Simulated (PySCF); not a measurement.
## One reaction down a group: Cu, Ag, Au

The same gas-phase reaction for Cu, Ag, Au:
- 4 CuCl + C → 2 Cu₂ + CCl₄
- 4 AgCl + C → 2 Ag₂ + CCl₄
- 4 AuCl + C → 2 Au₂ + CCl₄

Method: PySCF energies (xtb for GFN2) plus ideal-gas RRHO corrections (1 bar). † marks an energy on the PBE0/def2-TZVP geometry and frequencies; other levels use their own. Open shells (unrestricted): C (multiplicity 3, electronic degeneracy 9); the rest are closed-shell singlets. GFN2 has no spin-polarisation term. Spin-orbit splitting is ignored; it lowers the true energy and changes the entropy of C. Ag, Au: scalar-relativistic def2 core potential, no spin-orbit coupling. Cu: all electrons, no relativistic terms. The harmonic model lacks anharmonicity and excited electronic states, which grow with temperature; levels with a mode under 35 cm⁻¹ are left out.

ΔH°(298 K) in kJ, by level:

| level | Cu | Ag | Au |
|---|---|---|---|
| ωB97M-V/def2-TZVP† | -225.0 | -359.9 | -561.2 |
| GFN2-xTB | -818.2 | -810.5 | -827.3 |
| PBE0/def2-QZVP† | -237.0 | -413.1 | -603.2 |
| BLYP/def2-TZVP† | -303.4 | -440.0 | -589.7 |
| r2SCAN/def2-TZVP† | -263.2 | -428.7 | -611.6 |
| M06-2X/def2-TZVP† | -234.9 | -372.5 | -576.9 |
| PBE0/def2-SVP† | -252.8 | -415.9 | -630.3 |
| PBE/def2-SVP | -352.6 | -501.8 | -677.9 |

At ωB97M-V/def2-TZVP†, ΔH° falls from Cu to Au, over a range of 336.2 kJ; the steps are -134.9, -201.3 kJ. 7 of the 8 levels shown give the same order; GFN2-xTB orders the members differently. The levels scatter most for Cu (593.2 kJ between the highest and the lowest) and least for Au (266.1 kJ). ΔS°(298 K) runs from -317.7 to -313.7 J/K, so TΔS° at 298 K spreads over 1.2 kJ among the members, against 336.2 kJ for ΔH°.

Free energies at ωB97M-V/def2-TZVP†:

```csv
member,"ΔS°(298 K), J/K","ΔG°(298 K), kJ","ΔG°(1200 K), kJ",ΔG° changes sign
Cu,-313.7,-131,150,600 to 800 K
Ag,-317.7,-265,20,1000 to 1200 K
Au,-316.6,-467,-183,1600 to 1800 K
```

The NASA 1993 table, where it holds all species, gives ΔH°(298 K) = -206 kJ for Cu; its entries are part measured, part old estimates, and weren't checked at source. After a fit of one offset per element over all species, the range-separated, M06-2X, PBE0/def2-QZVP and CCSD(T)/def2-TZVPP enthalpies, where run, lie to one side of the table for Cu₂ (-17 kJ/mol): a fault of the table's entry, another state or a shared error of the levels is possible; this was not checked at source.
